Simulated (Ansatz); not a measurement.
Species: dibromo(chloro)borane, sum formula BBr2Cl, charge 0, multiplicity 1. SMILES: ClB(Br)Br
Geometry: optimised at B3LYP-D3(BJ)/def2-TZVP (Ansatz, an electronic-structure program).

Computed values are from Ansatz. Valence correlation only, unless marked. Open shells are spin-unrestricted. No spin-orbit coupling. The frozen core is the preceding noble-gas configuration, with the filled d and f shells of earlier blocks. No relativistic terms. Basis-set limits of correlation are two-point, X^-3; Hartree-Fock from the larger set.

| Item | Value |
|---|---|
| atomisation energy De | 290.3 kcal/mol at CCSD(T)/CBS(def2-TZVPPD,def2-QZVPPD) |
| total energy | -5630.0405 Eh at CCSD(T)/CBS(def2-TZVPPD,def2-QZVPPD) |
| dipole moment | 0.02 D at CCSD(T)/def2-SVPD |
| T1 diagnostic | 0.012 at CCSD/def2-QZVPPD |
